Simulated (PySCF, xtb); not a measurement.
Zn(I)(SiH3) (H3ISiZn), SMILES [SiH3][Zn][I].

GFN2-xTB in xtb 6.7.1 at its own geometry gives an orbital gap of 4.64 eV and a dipole moment of 6.95 D.

Coordinates come from a r2SCAN-D4/def2-SVP optimisation. The def2 effective core potentials stand for the cores of I; spin–orbit coupling is left out.

Task: What does ωB97X/def2-TZVPD run with PySCF give? (The exact figures need the calculation; the answer reports its results.)

Result: gap 10.28 eV (levels -9.82 and 0.45 eV), dipole 1.55 D.
